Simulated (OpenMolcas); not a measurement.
Ag2+ (d9) on a cation site of an ionic host was computed by SS-CASPT2, IPEA 0.25 Eh, imaginary shift 0.1 Eh with the d shell active (OpenMolcas, ANO-RCC-VDZP on the metal). Its lowest spin-free states, and all those of the highest spin:

```csv
2S+1,Degeneracy,E (cm-1)
2,2,0
2,3,12700
```

Q: Is the site octahedral, tetrahedral or cube-like, axial, or of lower symmetry?

A: The states with 2S+1 = 2 have orbital degeneracies 2, 3. Threefold states need a cubic site. For d9 at this spin an octahedron puts the twofold E below the threefold T2 and a tetrahedron or cube puts the threefold T2 below the twofold E, so the site is octahedral. The first gap at this spin, 12700 cm-1, is |10Dq| in ligand-field theory. The run had Ag2+ with its 6 nearest fluoride ions at 2.273 Å, on the Na site of NaF (a = 4.634 Å, distance in the model lattice 2.317 Å). The rest of the host is ab initio model potentials to 7.6 Å, with orthogonalisation functions on the cations behind the ligands, and point charges beyond; the distance is set by hand and nothing relaxes, and no local charge compensation is placed. Ligand basis ANO-RCC-VDZP.

Roots that are degenerate in the reference are averaged as groups; the widest CASPT2 spread within a group is 72 cm-1 (the 3-fold group of multiplicity 2 near 12700 cm-1 above the lowest state of its run). Shifts and gaps below about the spread of the groups concerned are not significant. Over all roots computed the reference weight is 0.73 to 0.74; a low but even weight reflects the number of correlated electrons. An orbital doublet at a regular site is open to a Jahn-Teller distortion, which this geometry leaves out. Ligand-to-metal charge-transfer states are missing. With one d shell and no ligand orbital active, 10Dq can be off by a tenth or more. Free-ion shares, where given, are those of the reference states; single-state CASPT2 does not remix them. No measured value stands beside these numbers; the geometry was set by hand and not optimised.
